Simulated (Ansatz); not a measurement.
Reaction (hydrogenolysis of a C–Si bond): `CC([SiH3])=S` + H₂ → `CC=S` + SiH₄

Isolated molecules relaxed with PBE0-D4/def2-TZVP in Ansatz; ΔE leaves out vibrations. CCSD(T)/CBS adds triple-zeta CCSD(T) − MP2 to the extrapolated MP2 energy (def2 sets, frozen cores). This one scheme is used for every species. Functionals use def2-TZVPP.

CCSD(T)/CBS gives -26.5 kJ/mol.

Q: Another level gave -34.5 kJ/mol. Which?
A. r2SCAN0-D4/def2-TZVPP
B. BHLYP/def2-TZVPP
C. B97M-V/def2-TZVPP
D. BLYP/def2-TZVPP

A: C. B97M-V -34.5, BLYP -39.8, r2SCAN0-D4 -30.1, BHLYP -46.8 kJ/mol.

Largest T1 diagnostic among the species: 0.016.

The D4 term adds +12.9 kJ/mol with B3LYP and +7.0 kJ/mol with PBE0; it sums over pairs of atoms, weighted by their polarisabilities, and B3LYP, whose exchange is more repulsive, gets the larger term. From PBE to PBE0 (25 % exact exchange), in def2-TZVPP and without D4, ΔE moves by −4.7 kJ/mol. In def2-TZVPP, CCSD(T) changes the Hartree–Fock value by +28.5 kJ/mol (the triples alone add +6.3 kJ/mol) and MP2 by +36.6 kJ/mol.

B3LYP here is the variant with VWN-RPA as its local correlation; programs differ in this.
